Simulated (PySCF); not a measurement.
Compound: C8H9PS.
Numbering: `[S:1]=[PH:2]1[CH2:3][c:4]2[cH:5][cH:6][cH:7][cH:8][c:9]2[CH2:10]1` (hydrogens: H11 on P2; H12, H13 on C3; H14 on C5; H15 on C6; H16 on C7; H17 on C8; H18, H19 on C10)

The same species was optimised twice, with GFN2-xTB and with PBE0-D3(BJ)/def2-SVP (PySCF), and the same property calculations (PySCF, gas phase) were run on both structures.

| coordinate | GFN2-xTB | PBE0-D3(BJ)/def2-SVP | change |
| --- | --- | --- | --- |
| C4–C9 (Å) | 1.396 | 1.409 | +0.013 |
| C4–C5 (Å) | 1.384 | 1.395 | +0.011 |
| C8–C9 (Å) | 1.384 | 1.395 | +0.011 |
| C6–C7 (Å) | 1.384 | 1.395 | +0.011 |
| S1=P2 (Å) | 1.928 | 1.937 | +0.009 |
| C7–C8 (Å) | 1.386 | 1.394 | +0.008 |
| C5–C6 (Å) | 1.386 | 1.394 | +0.008 |
| C9–C10 (Å) | 1.501 | 1.505 | +0.004 |
| C3–C4 (Å) | 1.501 | 1.504 | +0.003 |
| P2–C3 (Å) | 1.845 | 1.845 | 0.000 |
| P2–C10 (Å) | 1.845 | 1.845 | 0.000 |
| C8–C9–C10 (°) | 124.7 | 125.3 | +0.6 |
| C3–C4–C5 (°) | 124.6 | 125.2 | +0.6 |
| C4–C9–C10 (°) | 115.3 | 114.8 | -0.5 |
| C3–C4–C9 (°) | 115.3 | 114.9 | -0.4 |
| C7–C8–C9 (°) | 119.6 | 119.9 | +0.3 |
| C4–C5–C6 (°) | 119.6 | 119.8 | +0.2 |
| C4–C9–C8 (°) | 120.1 | 119.8 | -0.3 |
| S1–P2–C3 (°) | 120.2 | 120.5 | +0.3 |

Rotational constants: A = 3232, B = 557.1, C = 487.1 MHz (GFN2-xTB) against A = 3211, B = 551.5, C = 482.4 MHz (PBE0-D3(BJ)/def2-SVP). Point groups within 0.08 Å: Cs and Cs.

On the GFN2-xTB structure: HOMO (eV) -6.63 [PBE0/pcSseg-1]; LUMO (eV) -0.80 [PBE0/pcSseg-1]; dipole (D) 4.67 [PBE0/pcSseg-1]; GIAO shielding of S1 (ppm) 762.9 [PBE0/pcSseg-1]; GIAO shielding of P2 (ppm) 302.3 [PBE0/pcSseg-1]; GIAO shielding of C3/C10 (mean) (ppm) 142.9 [PBE0/pcSseg-1]; GIAO shielding of C4/C9 (mean) (ppm) 46.0 [PBE0/pcSseg-1]; GIAO shielding of C5/C8 (mean) (ppm) 54.4 [PBE0/pcSseg-1]; GIAO shielding of C6/C7 (mean) (ppm) 53.4 [PBE0/pcSseg-1].

Question: What do these properties become on the PBE0-D3(BJ)/def2-SVP structure?

Answer: 
```json
{"property": "HOMO (eV)", "level": "PBE0/pcSseg-1", "on GFN2-xTB": "-6.63", "on PBE0-D3(BJ)/def2-SVP": "-6.64", "change": "-0.01"}
{"property": "LUMO (eV)", "level": "PBE0/pcSseg-1", "on GFN2-xTB": "-0.80", "on PBE0-D3(BJ)/def2-SVP": "-0.84", "change": "-0.04"}
{"property": "dipole (D)", "level": "PBE0/pcSseg-1", "on GFN2-xTB": "4.67", "on PBE0-D3(BJ)/def2-SVP": "4.67", "change": "0.00"}
{"property": "energy, GFN2-xTB geometry as zero (kcal/mol)", "level": "PBE0/pcSseg-1", "on GFN2-xTB": "0.0", "on PBE0-D3(BJ)/def2-SVP": "-0.3", "change": "-0.3"}
{"property": "GIAO shielding of S1 (ppm)", "level": "PBE0/pcSseg-1", "on GFN2-xTB": "762.9", "on PBE0-D3(BJ)/def2-SVP": "749.0", "change": "-13.9"}
{"property": "GIAO shielding of P2 (ppm)", "level": "PBE0/pcSseg-1", "on GFN2-xTB": "302.3", "on PBE0-D3(BJ)/def2-SVP": "295.1", "change": "-7.2"}
{"property": "GIAO shielding of C3/C10 (mean) (ppm)", "level": "PBE0/pcSseg-1", "on GFN2-xTB": "142.9", "on PBE0-D3(BJ)/def2-SVP": "142.1", "change": "-0.8"}
{"property": "GIAO shielding of C4/C9 (mean) (ppm)", "level": "PBE0/pcSseg-1", "on GFN2-xTB": "46.0", "on PBE0-D3(BJ)/def2-SVP": "43.5", "change": "-2.5"}
{"property": "GIAO shielding of C5/C8 (mean) (ppm)", "level": "PBE0/pcSseg-1", "on GFN2-xTB": "54.4", "on PBE0-D3(BJ)/def2-SVP": "52.0", "change": "-2.4"}
{"property": "GIAO shielding of C6/C7 (mean) (ppm)", "level": "PBE0/pcSseg-1", "on GFN2-xTB": "53.4", "on PBE0-D3(BJ)/def2-SVP": "50.8", "change": "-2.6"}
```

The heavy atoms differ by 0.022 Å rms after alignment. Among bonds between heavy atoms C4–C9 changes most (+0.013 Å). Changes are differences of the printed values. Neither structure is proved a minimum here.
